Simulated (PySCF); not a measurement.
Ge(OH)4 (GeH₄O₄), SMILES [OH][Ge]([OH])([OH])[OH].

The structure is a stationary point at ωB97X-D3(BJ)/def2-SVP. The isomer is the one that the SMILES or the coordinates give; other isomers of the formula were not compared. The values are those of a single conformer.

All values below come from PySCF with r2SCAN/def2-TZVP.

```
Item                                                                                                            Value
---------------------------------------------------------------------------------------------  ----------------------
total energy                                                                                      -2380.41327 hartree
point group                                                                                                        S4
highest occupied level                                                                                       -7.82 eV
lowest empty level                                                                                           -0.76 eV
orbital gap                                                                                                   7.06 eV
dipole moment                                                                                                  0.00 D
quadrupole, principal values (traceless, Buckingham form, about the centre of nuclear charge)   -2.54, 1.27, 1.27 D·Å
mean static polarisability                                                                       40.3 bohr³ (5.97 Å³)
polarisability, principal values                                                               37.9, 41.5, 41.5 bohr³
```
